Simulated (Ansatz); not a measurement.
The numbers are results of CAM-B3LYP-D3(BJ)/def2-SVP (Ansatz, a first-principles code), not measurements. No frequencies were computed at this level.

Ansatz 0.2 input:
```yaml
crystal:
  periodic: [false, false, false]
  atoms:
    - { symbol: Br, position_ang: [-2.024228, -0.291261, -1.526473] }
    - { symbol: Sn, position_ang: [0.000019, -0.000062, 0.000046] }
    - { symbol: Br, position_ang: [-0.124233, 2.272602, 1.153342] }
    - { symbol: Br, position_ang: [2.137367, -0.133863, -1.386703] }
    - { symbol: Br, position_ang: [0.011074, -1.847417, 1.759788] }
basis:
  gaussian: { orbitals: def2-svp }
hamiltonian:
  xc: cam_b3lyp
  dispersion: d3bj
relax:
  max_steps: 150
```

Output:

```
Functional definition: CAM-B3LYP
1669 factors; integrals over basis functions are off by at most 2.4e-4 eV
410 factors; integrals over basis functions are off by at most 5.9e-7 eV
mean field evaluation 1: about -285998.7293 eV, gradient 2.4e1 eV
mean field evaluation 2: about -285998.1932 eV, gradient 2.9e1 eV
mean field evaluation 4: about -286000.5666 eV, gradient 4.4e-1 eV
mean field evaluation 8: about -286000.5810 eV, gradient 3.6e-2 eV
mean field -286000.58097757 eV, -10510.3274927693 hartree, gradient 6.6e-5 eV, S^2 0.000000; 0 other end points of the search recorded, 0 dependent functions left out
reference -286000.58112337 eV, -10510.3274981274 hartree; 81, 81 occupied and 73, 73 virtual orbitals, 1669 factors
relax step   1: F+E_penalty+E_count = -286000.87809854 eV  Δ(F+E_penalty+E_count) = +0.000e0 eV  max|allowed force component| = 9.313e-1 eV/Å  Δτ_max = 0.0000 Å  (26 SCF iters, accepted)
these checks for a lower state are left out or cut short: starts, cluster_reference, orbital_swaps, neighbouring_geometries, increment
1669 factors; integrals over basis functions are off by at most 2.2e-4 eV
410 factors; integrals over basis functions are off by at most 5.3e-7 eV
mean field evaluation 16: about -286000.4277 eV, gradient 1.6e1 eV
mean field -286000.62848341 eV, -10510.3292385768 hartree, gradient 4.6e-6 eV, S^2 0.000000; 0 other end points of the search recorded, 0 dependent functions left out
reference -286000.62862448 eV, -10510.3292437608 hartree; 81, 81 occupied and 73, 73 virtual orbitals, 1669 factors
relax step   2: F+E_penalty+E_count = -286000.94772901 eV  Δ(F+E_penalty+E_count) = -6.963e-2 eV  max|allowed force component| = 9.301e-1 eV/Å  Δτ_max = 0.1524 Å  (30 SCF iters, accepted)
these checks for a lower state are left out or cut short: starts, cluster_reference, orbital_swaps, neighbouring_geometries, increment
1669 factors; integrals over basis functions are off by at most 2.3e-4 eV
410 factors; integrals over basis functions are off by at most 5.6e-7 eV
mean field -286000.76456995 eV, -10510.3342396646 hartree, gradient 6.7e-5 eV, S^2 0.000000; 0 other end points of the search recorded, 0 dependent functions left out
reference -286000.76471306 eV, -10510.3342449241 hartree; 81, 81 occupied and 73, 73 virtual orbitals, 1669 factors
relax step   3: F+E_penalty+E_count = -286001.07440973 eV  Δ(F+E_penalty+E_count) = -1.267e-1 eV  max|allowed force component| = 3.602e-2 eV/Å  Δτ_max = 0.0667 Å  (27 SCF iters, accepted)
these checks for a lower state are left out or cut short: starts, cluster_reference, orbital_swaps, neighbouring_geometries, increment
1669 factors; integrals over basis functions are off by at most 2.3e-4 eV
410 factors; integrals over basis functions are off by at most 5.5e-7 eV
mean field evaluation 32: about -286000.7644 eV, gradient 1.8e-5 eV
mean field -286000.76438854 eV, -10510.3342329980 hartree, gradient 1.8e-5 eV, S^2 0.000000; 0 other end points of the search recorded, 0 dependent functions left out
reference -286000.76453157 eV, -10510.3342382542 hartree; 81, 81 occupied and 73, 73 virtual orbitals, 1669 factors
relax step   4: F+E_penalty+E_count = -286001.07464036 eV  Δ(F+E_penalty+E_count) = -2.306e-4 eV  max|allowed force component| = 9.307e-5 eV/Å  Δτ_max = 0.0029 Å  (24 SCF iters, accepted)
1669 factors; integrals over basis functions are off by at most 2.3e-4 eV
410 factors; integrals over basis functions are off by at most 5.5e-7 eV
mean field -286000.76438854 eV, -10510.3342329980 hartree, gradient 1.8e-5 eV, S^2 0.000000; 1 other end points of the search recorded, 0 dependent functions left out
reference -286000.76453157 eV, -10510.3342382542 hartree; 81, 81 occupied and 73, 73 virtual orbitals, 1669 factors
Total energy: -286001.07478339 eV, -10510.3456397983 hartree
Atom 0 at    -1.953938    -0.281107    -1.473461 Å, force     0.000076     0.000003     0.000054 eV/Å
Atom 1 at     0.000006    -0.000003     0.000004 Å, force    -0.000025     0.000007    -0.000012 eV/Å
Atom 2 at    -0.120161     2.194020     1.113484 Å, force     0.000017    -0.000093    -0.000035 eV/Å
Atom 3 at     2.063553    -0.129308    -1.339052 Å, force    -0.000082    -0.000001     0.000069 eV/Å
Atom 4 at     0.010539    -1.783603     1.699026 Å, force     0.000013     0.000084    -0.000076 eV/Å
Dipole moment:     0.000008    -0.000003     0.000005 e Å
```

Cost: roughly 80 core-seconds.
